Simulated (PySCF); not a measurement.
Species: C₅H₄ClF₂O (doublet state).
Numbering: `[O:1]=[C:2]=[C:3]([CH:4][CH:5]([F:6])[F:7])[CH2:8][Cl:9]` (hydrogens: H10 on C4; H11 on C5; H12, H13 on C8)

Geometry (GFN2-xTB, Å), atoms numbered from 1 in this order:
```xyz
13
C5H4ClF2O angstrom
O     -1.8645    2.7655    0.1928
C     -1.2259    1.7985    0.1294
C     -0.5206    0.6731   -0.0090
C      0.8305    0.5790    0.3439
C      1.5940   -0.6842    0.2160
F      2.8226   -0.5532    0.7604
F      1.8084   -1.0275   -1.1032
C     -1.2909   -0.5160   -0.5261
Cl    -1.7304   -1.6072    0.8331
H      1.3720    1.4429    0.6846
H      1.1077   -1.5598    0.6811
H     -2.2237   -0.2159   -1.0008
H     -0.6836   -1.0946   -1.2199
```

The hyperfine couplings belong to this conformer and change with its torsions.

Theory: PySCF 2.14.0, UKS B3LYP, pcH-1 on C Cl F H O, non-relativistic, mean-field spin-orbit, GIAO. Isolated species at its GFN2-xTB geometry (one conformer only). A GFN2-xTB geometry isn't a minimum of the functional, and hyperfine couplings can be far from their values at a DFT geometry. The SCF solution wasn't tested for stability.

The Mulliken spin populations are largest on C4 (+0.76), C2 (+0.24), O1 (+0.11) and C3 (-0.11). The positive populations add up to 1.16 and the negative ones to -0.16, together 2S = 1. The angles at C4 add up to 360.0°, so it is planar; its axial dipolar tensor and the negative coupling of its proton fit spin in a p orbital normal to that plane.

Task: Find Q in a(H) = Q·ρ(C) for the protons on the planar carbons that carry spin.

Result: 
```json
{"H": "H10", "C": "C4", "ρ(C)": "+0.764", "a(H) (G)": "-17.10", "a/ρ (G)": "-22.4"}
```

One proton gives one ratio, Q = -22.4 G, and no test of linearity.

Couplings in gauss use g_iso = 2.0014.
